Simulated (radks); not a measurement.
Valence configurations of neutral promethium (all share [Xe]). Calculated with a radial shooting solver on a logarithmic mesh with Libxc functionals: Dirac Kohn-Sham, PBE, spin-unpolarised, spherical densities, finite nucleus; open shells fill j = l - 1/2 first; Fermi nuclear charge, rms radius 4.962 fm. Energies are relative to 4f5 6s2; eigenvalues in eV.

| valence | E (eV) | e(4f5/2) | e(5d3/2) | e(6p1/2) | e(6p3/2) | e(6s1/2) |
|---|---|---|---|---|---|---|
| 4f5 6s2 | 0.000 | -2.244 | - | - | - | -3.537 |
| 4f5 5d1 6s1 | 1.775 | -1.121 | -1.240 | - | - | -3.121 |
| 4f5 6s1 6p1 | 2.243 | -3.340 | - | -1.852 | - | -4.144 |
| 4f4 5d1 6s2 | 2.391 | -7.560 | -2.932 | - | - | -3.910 |
| 4f4 6s2 6p1 | 4.435 | -10.649 | - | -2.314 | - | -5.120 |
| 4f5 6p2 | 4.580 | -4.357 | - | -2.278 | - | - |
| 4f3 5d1 6s2 6p1 | 12.677 | -17.147 | -6.210 | -2.404 | - | -5.425 |
| 4f3 6s2 6p2 | 17.201 | -20.602 | - | -3.188 | - | -6.588 |
| 4f3 6p4 | 25.016 | -22.837 | - | -4.059 | -3.627 | - |

NIST lists [Xe] 4f5 6s2 as the ground configuration; this level of theory agrees among the configurations tried. The energies are those of spherical spin-averaged densities, not of single terms. No valid solution was reached for [Xe] 4f6 6s1.
